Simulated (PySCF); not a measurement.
PBE0 on S⁺ (sulfur, charge +1), [Ne] 3s2 3p2 4s1, high-spin 4P determinant (an excited configuration). Calculation: PySCF 2.14, in x2c-QZVPPall with one added diffuse shell each of s, p, d, f type (10s7p5d3f1g, 86 functions); scalar relativity by spin-free X2C-1e.

```
cycle= 1 E= -398.198917770927  delta_E= -0.00782  |g|= 0.0171  |ddm|= 0.339
cycle= 2 E= -398.199837340199  delta_E= -0.00092  |g|= 0.00777  |ddm|= 0.125
cycle= 3 E= -398.200816987807  delta_E= -0.00098  |g|= 0.00721  |ddm|= 0.128
cycle= 4 E= -398.201669040157  delta_E= -0.000852  |g|= 0.00715  |ddm|= 0.114
cycle= 5 E= -398.202233901969  delta_E= -0.000565  |g|= 0.00695  |ddm|= 0.079
cycle= 6 E= -398.204051590602  delta_E= -0.00182  |g|= 0.013  |ddm|= 0.855
cycle= 7 E= -398.20445950088  delta_E= -0.000408  |g|= 0.00532  |ddm|= 0.184
cycle= 8 E= -398.204430385085  delta_E= 2.91e-05  |g|= 0.00341  |ddm|= 0.22
cycle= 9 E= -398.204490397325  delta_E= -6e-05  |g|= 0.00221  |ddm|= 0.192
cycle= 10 E= -398.204515814699  delta_E= -2.54e-05  |g|= 0.000377  |ddm|= 0.0804
cycle= 11 E= -398.204516596701  delta_E= -7.82e-07  |g|= 6.48e-05  |ddm|= 0.00982
cycle= 12 E= -398.204516625161  delta_E= -2.85e-08  |g|= 1.02e-05  |ddm|= 0.00259
cycle= 13 E= -398.204516625747  delta_E= -5.86e-10  |g|= 2.12e-07  |ddm|= 0.000319
converged SCF energy = -398.204516625747  <S^2> = 3.7526802  2S+1 = 4.0013399
```

Highest occupied orbital energy: -8.051 eV; ⟨L²⟩ = 4.30; populations by l: s 6.62, p 8.00, d 0.38, f 0.00.

Q: Can this result be used?

A: Not for this state. The run converged. ⟨L²⟩ = 4.30 against 2 for a pure P term, so this real determinant mixes terms. The outer electron is Rydberg-like, and this basis confines it to a smaller radius and binds it less than a complete one would. The s, p, d and f populations moved away from the nominal configuration during the SCF.
